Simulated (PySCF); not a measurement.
All of these have the formula C7H13B. Method used: TDDFT B3LYP/def2-SVPD, vertical, gas phase, core orbitals frozen in the response (PySCF 2.14.0, density-fitted response routines). Geometries: PBE0-D3(BJ)/def2-SVP; one conformer of each isolated species. Triplets are in the Tamm–Dancoff approximation.

A. `C=CC[C@H]1CBCC1`
B. `C=CB1CCCCC1`
C. `B[C@@H]1C[C@@H]2CCC[C@@H]21`
D. `C1(C[C@@H](CB)CC1)=C`

Lowest singlet levels (six at most, fewer where fewer were computed) with oscillator strengths:

1. 225 nm (f 0.000); 214 nm (f 0.000); 204 nm (f 0.002); 183 nm (f 0.076); 183 nm (f 0.012); 179 nm (f 0.006); T1 4.42 eV
2. 241 nm (f 0.001); 231 nm (f 0.003); 207 nm (f 0.025); 205 nm (f 0.001); 187 nm (f 0.014); 181 nm (f 0.008); T1 4.77 eV
3. 268 nm (f 0.001); 221 nm (f 0.002); 215 nm (f 0.001); 197 nm (f 0.022); 192 nm (f 0.218); 189 nm (f 0.003); T1 4.11 eV
4. 260 nm (f 0.003); 241 nm (f 0.001); 209 nm (f 0.294); 193 nm (f 0.027); 190 nm (f 0.000); 186 nm (f 0.026); T1 3.79 eV

Question: Which spectrum belongs to which structure?

Answer: 1 = A, 2 = C, 3 = D, 4 = B.
- A: S1 at 5.51 eV, HOMO→LUMO (95%); Löwdin shares by element: HOMO carbon 84% or more (atoms not listed hold the other 16%); LUMO boron 49%, carbon 25% or more, hydrogen 10% or more (atoms not listed hold the other 16%); HOMO -7.12 and LUMO -0.97 eV.
- B: S1 at 4.76 eV, HOMO→LUMO (94%); Löwdin shares by element: HOMO carbon 40% or more, boron 18% (atoms not listed hold the other 42%); LUMO carbon 54% or more, boron 25% (atoms not listed hold the other 21%); HOMO -7.49 and LUMO -1.60 eV.
- C: S1 at 5.15 eV, HOMO→LUMO (95%); Löwdin shares by element: HOMO carbon 48% or more, boron 15% (atoms not listed hold the other 37%); LUMO boron 50%, hydrogen 20% or more, carbon 12% or more (atoms not listed hold the other 19%); HOMO -7.79 and LUMO -1.41 eV.
- D: S1 at 4.62 eV, HOMO→LUMO (100%); Löwdin shares by element: HOMO carbon 82% or more (atoms not listed hold the other 18%); LUMO boron 55%, hydrogen 21% or more, carbon 14% or more; HOMO -6.70 and LUMO -1.51 eV.
B and D have S1 within 0.15 eV of each other; their strongest listed levels stand at 5.94 eV (f 0.294) and 6.45 eV (f 0.218).
